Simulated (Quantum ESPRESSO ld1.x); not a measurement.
Species: Yb XLVIII. Configuration: [Ar] 3d4.75 4d0.25 (fractional occupations, a model configuration). Method: Dirac Kohn-Sham, LDA (Slater exchange, Hedin-Lundqvist correlation), spin-unpolarised, spherical densities, point nucleus; open shells are shared between the two j in proportion to 2j + 1; computed with ld1.x of Quantum ESPRESSO 7.5. Some entries of the table are withheld. Estimate them.

orbital  occ.  eigenvalue (eV)  r(max) (bohr)  <r^2> (bohr^2)
1s1/2       2         -63929.5          0.012             (1)
2s1/2       2         -13097.0          0.071        0.008066
2p1/2       2              (2)            (3)        0.005791
2p3/2       4              (4)            (5)        0.006969
3s1/2       2         -4787.92          0.194         0.04874
3p1/2       2         -4603.04          0.182             (6)
3p3/2       4         -4350.61          0.194             (7)
3d3/2     1.9         -4062.72            (8)         0.03744
3d5/2    2.85         -4004.85            (9)         0.03887
4d3/2     0.1         -2141.44          0.386          0.1731
4d5/2    0.15         -2120.22          0.389          0.1772

Answer. 
(1) 1s1/2 <r^2> (bohr^2): 0.0005303
(2) 2p1/2 eigenvalue (eV): -12642.4
(3) 2p1/2 r(max) (bohr): 0.053
(4) 2p3/2 eigenvalue (eV): -11585.8
(5) 2p3/2 r(max) (bohr): 0.059
(6) 3p1/2 <r^2> (bohr^2): 0.04430
(7) 3p3/2 <r^2> (bohr^2): 0.04969
(8) 3d3/2 r(max) (bohr): 0.150
(9) 3d5/2 r(max) (bohr): 0.154
